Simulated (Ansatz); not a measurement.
Cost and result for the atomization energy of CH3ClOSi (`O=C[SiH2]Cl`) (7 atoms, 6 bonds).

Charge 0, multiplicity 1. Geometry: relaxed with PBE0-D4/def2-TZVP. It is one conformer, not always the lowest. Program: Ansatz. All runs use 2 threads of an Arm Neoverse V2 on a shared host. Times are those of one run each, without the atoms' runs, and a repeat can differ threefold. Electronic energies, without spin–orbit coupling; frozen cores. CCSD(T)/CBS adds CCSD(T) − MP2 in def2-TZVPP to the MP2 limit, and its time is that of the two runs behind it. T1 = 0.014. HSE06 is the plane-wave form, built on full-range PBE exchange.

CCSD(T)/CBS is a level of theory with its own doubt, some kJ/mol a heavy atom from the limit and from the frozen cores, so smaller differences don't rank the functionals.

```csv
level,functions,atomization (kJ/mol),difference from CCSD(T)/CBS,per bond
PBE-D4/def2-TZVPP (with forces),188,2544.9,53.6,8.9
LDA (SPW92)/def2-TZVPP,188,2862.0,370.7,61.8
CAM-B3LYP-D4/def2-TZVPP,188,2486.3,-5.0,-0.8
B97M-V/def2-TZVPP,188,2499.5,8.2,1.4
BLYP-D4/def2-TZVPP,188,2489.2,-2.1,-0.3
HSE06-D4/def2-TZVPP,188,2483.8,-7.5,-1.2
MP2/def2-QZVPP,344,2521.3,30.0,5.0
CCSD(T)/def2-SVP,79,2324.4,-166.9,-27.8
ωB97X-V/def2-TZVPP,188,2502.1,10.8,1.8
CCSD(T)/def2-TZVPP,188,2414.0,-77.3,-12.9
ωB97M-V/def2-TZVPP (with forces),188,2499.7,8.4,1.4
CCSD(T)/CBS(def2),–,2491.3,0.0,0.0
BHLYP-D4/def2-TZVPP,188,2388.6,-102.7,-17.1
```

**Question.** Order the runs by time, with rough figures. (An estimate is asked.)

**Answer.** The calculation gave: LDA (SPW92)/def2-TZVPP 1.1 s; CCSD(T)/def2-SVP 1.6 s; BLYP-D4/def2-TZVPP 1.8 s; PBE-D4/def2-TZVPP (with forces) 2.2 s; HSE06-D4/def2-TZVPP 2.9 s; BHLYP-D4/def2-TZVPP 2.9 s; CAM-B3LYP-D4/def2-TZVPP 2.9 s; ωB97X-V/def2-TZVPP 7.5 s; B97M-V/def2-TZVPP 8 s; ωB97M-V/def2-TZVPP (with forces) 11 s; MP2/def2-QZVPP 13 s; CCSD(T)/def2-TZVPP 47 s; CCSD(T)/CBS(def2) 59 s.

From BLYP to BHLYP (50 % exact exchange), in def2-TZVPP and without D4, the atomization energy moves by −87.8 kJ/mol: exact exchange takes away binding that semilocal exchange gives to molecules. In def2-TZVPP, CCSD(T) changes the Hartree–Fock value by +647.0 kJ/mol (the triples alone add +46.9 kJ/mol) and MP2 by +708.2 kJ/mol; breaking electron pairs costs correlation energy, which Hartree–Fock lacks. At CCSD(T), def2-SVP lies −166.9 kJ/mol from the extrapolated value and def2-TZVPP −77.3 kJ/mol: correlation converges slowly with the basis, and small sets miss more of it in the bonded molecule than in its fragments.
